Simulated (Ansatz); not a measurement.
Geometry optimisation, RKS B3LYP-D4/cc-pVDZ in Ansatz 0.2.0.

Input:

```yaml
crystal:
  periodic: [false, false, false]
  atoms:
    - { symbol: B, position_ang: [-0.31445, 1.60035, -0.93406] }
    - { symbol: "N", position_ang: [-0.32337, 0.64963, 0.09601] }
    - { symbol: Al, position_ang: [0.42364, -1.00869, 0.12827] }
    - { symbol: O, position_ang: [0.2464, -2.01326, 1.41183] }
    - { symbol: H, position_ang: [0.23293, 1.33258, -1.93743] }
    - { symbol: H, position_ang: [-0.84628, 2.63861, -0.78608] }
    - { symbol: H, position_ang: [-0.81058, 0.93535, 0.94297] }
    - { symbol: H, position_ang: [1.23615, -1.50445, -1.04555] }
    - { symbol: H, position_ang: [0.15556, -2.63011, 2.12405] }
basis:
  gaussian: { orbitals: cc-pVDZ }
hamiltonian:
  xc: b3lyp
  dispersion: d4
relax:
  f_tol: 0.015
  max_steps: 40
output:
  orbitals: {}
```

Run as:

```bash
$ ansatz run input.yaml --threads 1 --pin off --max-ram 2048MiB --backend cpu --events-out ev --progress --plain --runs-dir out
```

**Question.** Where does it end, and by what steps?

**Answer.** The run converged. After 11 steps the energy has fallen by 0.292 eV; H9 moved furthest, 0.43 Å.

```
step  energy less start (eV)  largest force component (eV/Å)  accepted
   0                  0.0000                           1.177       yes
   1                 -0.0997                           0.671       yes
   2                 -0.1215                           0.124       yes
   3                 -0.1228                           0.115       yes
   4                 -0.1245                           0.126       yes
   5                 -0.1393                           0.810       yes
   6                 -0.1793                           0.502       yes
   7                 -0.2371                           1.037       yes
   8                 -0.2871                           0.130       yes
   9                 -0.2748                           1.036        no
  10                 -0.2918                           0.068       yes
  11                 -0.2923                           0.012       yes
```

```xyz
9
Properties=species:S:1:pos:R:3
B -0.289 1.575 -0.922
N -0.379 0.673 0.154
Al 0.371 -0.990 0.176
O 0.079 -1.855 1.643
H 0.326 1.240 -1.910
H -0.814 2.662 -0.863
H -0.904 0.990 0.968
H 1.197 -1.550 -1.043
H 0.415 -2.745 1.796
```

Whether the end is a true minimum wasn't checked by a vibrational analysis.

Run time: 36 s on 1 thread of Intel(R) Xeon(R) Platinum 8488C (Sapphire Rapids), with other jobs on the host, peak memory 0.18 GiB.
